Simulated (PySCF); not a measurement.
## Germanium: highly charged ions in a basis for the neutral atom

Ge²⁰⁺ [Ne] 3s2, Ge²¹⁺ [Ne] 3s1. All numbers are calculated (PySCF 2.14, a scalar-relativistic core potential, in cc-pVDZ-PP with ECP10MDF (4s3p2d, 23 functions)). No spin-orbit coupling, so a gap to NIST mixes the basis error with missing relativistic terms.

Changed run: basis of the neutral atom used for a highly charged ion. This setting is unsound on purpose.

```tsv
species	method	sound run (hartree)	changed run (hartree)	converged
Ge²⁰⁺	UHF	not run	-61.04697	yes
Ge²⁰⁺	PBE0	not run	-61.13181	yes
Ge²⁰⁺	PBE	not run	-61.14086	yes
Ge²¹⁺	UHF	not run	-31.26764	yes
Ge²¹⁺	PBE0	not run	-31.29133	yes
Ge²¹⁺	PBE	not run	-31.29588	yes
```

Ionisation energy of Ge²⁰⁺:

| method | changed run (eV) | NIST (eV) |
| --- | --- | --- |
| UHF | 810.34 | 837.1 ± 1 |
| PBE0 | 812.00 | 837.1 ± 1 |
| PBE | 812.12 | 837.1 ± 1 |

The contracted functions were made for the neutral atom and can be too rigid for a highly charged ion.
